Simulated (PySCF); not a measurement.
C2H2N, SMILES N#C[CH2], doublet at its PBE0/def2-SVP optimised geometry (Å):

```
5

C     -1.0040     0.0001     0.0000
C      0.3801     0.0001     0.0000
N      1.5522    -0.0002     0.0000
H     -1.5520    -0.9443    -0.0001
H     -1.5522     0.9443     0.0000
```

Calculation: unrestricted PBE0/def2-TZVP run with PySCF 2.14.0.

Map of the HOMO amplitude (α) (bohr^(-3/2)) on the plane z = 0.6 Å; orbital energy -7.78 eV, overall sign arbitrary:

```
|===========================|
|===========================|
|===========================|
|===========================|
|===========================|
|===========================|
|===========================|
|===========================|
|===========================|
|========++++===============|
|=======++++++===-----======|
|======++**#*++=--::---=====|
|======++#%%#*+=-:...--=====|
|======+*#@@%*+=-:  .:-=====|
|======++#%%#*+=-:...--=====|
|======++**#*++=--:::--=====|
|=======++++++===-----======|
|========++++===============|
|===========================|
|===========================|
|===========================|
|===========================|
|===========================|
|===========================|
|===========================|
|===========================|
|===========================|
```
Scale: ten equal steps from -0.197 (start of ' ') to 0.241 (end of '@'), in the order ' .:-=+*#%@'; x runs from -4.00 to 4.00, y from -4.00 (bottom) to 4.00 (top).
